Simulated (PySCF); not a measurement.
Level of theory: ωB97X-D3(BJ)/def2-TZVP // PBE0-D3(BJ)/def2-SVP in PySCF. All species are isolated molecules in the gas phase. One relaxed conformer stands for a flexible species; it need not be the lowest. Delta-SCF ions had no search for a lower state. Excitations are Tamm–Dancoff values on a coarser integration grid. The basis has no diffuse functions, so Rydberg states are missing or too high.

Reference species (SMILES): `C=Cc1cc([SiH3])ccc1F` (C–C–C–C torsion 3°) (neutral, multiplicity 1).

* **T1 excitation (TDA)**: 3.30 eV
* **vertical ionisation energy (Delta-SCF)**: 8.58 eV

Changed species: `C=Cc1ccc(F)c([SiH3])c1` (C–C–C–C torsion 1°).

### Question
Give the shifts of the T1 excitation (TDA) and vertical ionisation energy (Delta-SCF).

### Answer
the T1 excitation (TDA) goes up by 0.02 eV, to 3.32 eV; the vertical ionisation energy (Delta-SCF) falls by 0.14 eV, to 8.44 eV.
